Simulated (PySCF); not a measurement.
GeF2ClBr, SMILES [Br][Ge]([F])([F])[Cl].

The structure is a stationary point at TPSSh-D3(BJ)/def2-SVP.

Two levels are set side by side: TDDFT-PBE/def2-SVPD (PySCF) and TDDFT-PBE0/def2-SVPD (PySCF). Vertical, same geometry. The lowest singlet is HOMO→LUMO 99 % with PBE and HOMO→LUMO 99 % with the other functional; states are paired by order. Differences are taken from unrounded values.

```tsv
quantity	TDDFT-PBE0
lowest singlet excitation (eV)	5.62
lowest triplet excitation (TDA) (eV)	5.11
first bright state (f over 0.05) (eV)	7.75
its oscillator strength	0.19
```

Task: What does TDDFT-PBE give, and how far is it from TDDFT-PBE0? (Estimate from the structure and the level; the computed values follow.)

Result: 
| quantity | TDDFT-PBE | TDDFT-PBE minus TDDFT-PBE0 |
|---|---|---|
| lowest singlet excitation (eV) | 4.94 | -0.68 |
| lowest triplet excitation (TDA) (eV) | 4.53 | -0.58 |
| first bright state (f over 0.05) (eV) | 6.80 | -0.95 |
| its oscillator strength | 0.13 | -0.06 |

Functionals without exact exchange tend to place singlet excitations lower, as here. Differences between two approximate levels are no errors against the true value.

Rough cost on one machine, each run with all the roots and properties that it gave: TDDFT-PBE0 against TDDFT-PBE about 5 times.
